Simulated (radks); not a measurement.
Isoelectronic series with 14 electrons, all held in the configuration [Ne] 3s2 3p2, which need not be the ground one along the series. All-electron calculation, Dirac Kohn-Sham, LDA (Slater exchange, Perdew-Wang correlation), spin-unpolarised, spherical densities, finite nucleus; open shells fill j = l - 1/2 first; Fermi nuclear charge, rms radius of each element as measured or else 0.836 A^(1/3) + 0.57 fm. Program: a radial shooting solver on a logarithmic mesh with Libxc functionals. Total energies (hartree) and mean radii <r> (bohr) (* marks an orbital that is empty in some or all of the ions):

| ion | E (hartree) | 3p3/2* | 3p1/2 | 3s1/2 | 2p3/2 |
|---|---|---|---|---|---|
| Si | -288.82337 | 2.799 | 2.789 | 2.158 | 0.5395 |
| P+ | -340.43151 | 2.137 | 2.130 | 1.819 | 0.4866 |
| S2+ | -396.58059 | 1.766 | 1.760 | 1.577 | 0.4433 |
| Cl3+ | -457.26485 | 1.517 | 1.512 | 1.396 | 0.4070 |
| K5+ | -592.24851 | 1.196 | 1.191 | 1.140 | 0.3498 |
| Ca6+ | -666.56064 | 1.084 | 1.079 | 1.046 | 0.3268 |
| Sc7+ | -745.43141 | 0.9922 | 0.9874 | 0.9664 | 0.3066 |
| Ti8+ | -828.87147 | 0.9155 | 0.9107 | 0.8986 | 0.2888 |
| V9+ | -916.89265 | 0.8502 | 0.8454 | 0.8398 | 0.2730 |
| Cr10+ | -1009.50769 | 0.7939 | 0.7890 | 0.7884 | 0.2587 |
| Mn11+ | -1106.73037 | 0.7448 | 0.7399 | 0.7430 | 0.2459 |
| Fe12+ | -1208.57549 | 0.7015 | 0.6965 | 0.7025 | 0.2343 |
| Co13+ | -1315.05854 | 0.6631 | 0.6580 | 0.6663 | 0.2238 |
| Ni14+ | -1426.19622 | 0.6287 | 0.6236 | 0.6336 | 0.2141 |
| Cu15+ | -1542.00532 | 0.5978 | 0.5926 | 0.6040 | 0.2052 |
| Zn16+ | -1662.50462 | 0.5698 | 0.5645 | 0.5770 | 0.1971 |
| Ga17+ | -1787.71291 | 0.5444 | 0.5389 | 0.5523 | 0.1895 |
| Ge18+ | -1917.65021 | 0.5211 | 0.5156 | 0.5296 | 0.1825 |
| As19+ | -2052.33781 | 0.4997 | 0.4941 | 0.5086 | 0.1760 |
| Se20+ | -2191.79706 | 0.4801 | 0.4743 | 0.4892 | 0.1700 |
| Br21+ | -2336.05103 | 0.4619 | 0.4560 | 0.4712 | 0.1643 |

Estimate the row of Ar4+.

Answer. E (hartree) -522.48575; 3p3/2* 1.335; 3p1/2 1.330; 3s1/2 1.254; 2p3/2 0.3762.
